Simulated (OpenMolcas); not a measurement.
# What dynamic correlation does to the levels of Re²⁺

```json
{"Program": "OpenMolcas", "Basis": "ANO-RCC-VTZP [8s7p5d3f2g1h]", "Scalar Hamiltonian": "DKH2, point nucleus", "Active space": "5 electrons in 6 orbitals (5d 6s)", "State averaging": "2S+1 = 6 even, 6 roots; 2S+1 = 4 even, 84 roots kept (CI in the orbitals of an earlier block, 64 in the spin-orbit step); 2S+1 = 2 even, 184 roots kept (CI in the orbitals of an earlier block, 129 in the spin-orbit step)", "Spin-orbit coupling": "RASSI with atomic mean-field integrals over the reference wave functions, term energies averaged over their components"}
```

Methods on the same reference wave functions:
A. CASSCF
B. SS-CASPT2, IPEA 0.25 Eh, imaginary shift 0.1 Eh (closed shells correlated: 5s 5p)
C. MS-CASPT2, IPEA 0.25 Eh, imaginary shift 0.1 Eh (closed shells correlated: 5s 5p)
D. XMS-CASPT2, IPEA 0.25 Eh, imaginary shift 0.1 Eh (closed shells correlated: 5s 5p)

Energies in cm⁻¹ above 5d⁵ ⁶S_5/2, the measured ground level; measured values from the list in Brasseur, Gamrath and Quinet, At. Data Nucl. Data Tables 157, 101636 (2024).

```
                Level      A      B      C      D  Measured
           5d⁵ ⁶S_5/2    0.0    0.0    0.0    0.0       0.0
 5d⁴ 6s ⁶D_1/2 [63 %]  15687  14410  14780  14440     14396
        5d⁴ 6s ⁶D_5/2  19789  19260  19380  18920     19719
 5d⁴ 6s ⁶D_7/2 [72 %]  21757  21030  21230  20830     22106
    5d⁵ ⁴G_7/2 [64 %]  22065  18560  18460  18480     16890
          5d⁵ ⁴G_11/2  22888  19660  19650  19670     18020
           5d⁵ ⁴G_9/2  23257  20090  20030  20050     18346
        5d⁴ 6s ⁶D_9/2  23904  22970  23290  22870     23471
    5d⁵ ⁴D_7/2 [56 %]  26129  22650  22550  22460     20453
   5d⁵ ²I_11/2 [75 %]  33253  29010  29070  29170     26170
          5d⁵ ²I_13/2  35706  31590  31640  31790     28588
    5d⁵ ⁴F_5/2 [66 %]  37438  32470  32580  32710     30302
 5d⁵ ²F_7/2(1) [52 %]  37519  32780  32870  32770          
 5d⁴ 6s ⁴H_9/2 [63 %]  39764  36600  36590  36380     35140
5d⁴ 6s ⁴H_11/2 [71 %]  41443  38540  38610  38410     38168
       5d⁴ 6s ⁴H_13/2  43163  40410  40460  40220     39300
    5d⁵ ²S_1/2 [58 %]  45028  39520  39710  39970          
   5d⁵ ²H_11/2 [61 %]  45442  40700  40770  40910          
5d⁴ 6s ⁴G_11/2 [57 %]  50808  46900  46900  46520          
 5d⁵ ²D_3/2(2) [73 %]  51740  45350  45490  44950          
 5d⁵ ²D_5/2(2) [52 %]  51988  46050  46130  45930
```

Deviations, from unrounded energies. A percentage is the sum of absolute deviations over the sum of measured energies, with the sign that they share, or ± where signs differ.

```
                        Against measurement  Levels      A     B     C     D
             mean absolute deviation (cm-1)      14   4000  1400  1400  1500
other terms of the ground configuration (%)       7  +26.4  +9.6  +9.6  +9.8
                   other configurations (%)       7   ±7.2  ±2.6  ±2.5  ±2.7
```

B, C, D lie about equally close to measurement and A furthest from it. The largest miss of C in the table is 5d⁵ ²I_13/2, by +3000 cm-1. The ranking rests on the paired levels alone, and a cruder setting can come out closer through cancelling errors.

Among B to D the level of the table that moves most is 5d⁵ ²D_3/2(2) [73 %], by 540 cm-1 (lowest in D, highest in C). Moves below CASPT2's spread within the term are not significant.

The mean deviations of B to D differ by less than CASPT2's widest spread within a term (650 cm-1), so their order carries little weight.

From A to B the spin-free energies of the other terms of 5d⁵ shown, above ⁶S, scale by factors of 0.83 to 0.87, as is usual when dynamic correlation screens the repulsion within a d or f shell.

The lowest spin-free term lies below A's lowest term by 0.312 hartree in B, 0.312 hartree in C, 0.314 hartree in D.

CASPT2 breaks the degeneracy within a term, and the mean is taken; among the terms shown or strongly mixed into the levels shown the widest spread is 650 cm-1 (5d⁵ ²I, D). Some high roots are left out of the spin-orbit mixing, which shifts the levels that they would mix with. Some levels mix across a computed gap that differs much from the measured one, so their mixing is not that of the real levels. Terms from blocks run as CI alone lack orbitals of their own. Configurations are named by rounded mean occupations; where the s occupation lies near a half they are strongly mixed, a name can repeat and a true partner stay unpaired. A single d shell beside an s shell can misplace configurations of different d count against each other. The CASPT2 spread within a term exceeds the gap to the next term for 5d⁵ ⁴P and 5d⁴ 6s ⁶D, 5d⁴ 6s ²H and 5d⁴ 6s ²I, so the order of their levels is uncertain (figures for B; the like holds for C, D). Without dynamic correlation excited terms often stand tens of per cent too high (terms of higher spin than the ground term too low), and those without a measured partner can miss by more than the paired ones (holds for A). Blocks of more than 70 roots (2S+1 = 2 even) ran without multistate coupling (holds for C). Computed and measured levels are paired by configuration, term and J; levels that our copy of the source lacks, or whose pairing is in doubt (as where it misses far off the trend of its configuration), stay unpaired and out of the deviations. Levels of configurations outside the active space are missing. The table leaves out levels that lie high or whose names do not pair safely across all columns.

A share in square brackets marks a mixed level and gives the weight of the term that names it, the lowest over the columns. A number in round brackets counts repeated terms of one configuration in the order of the reference energies.
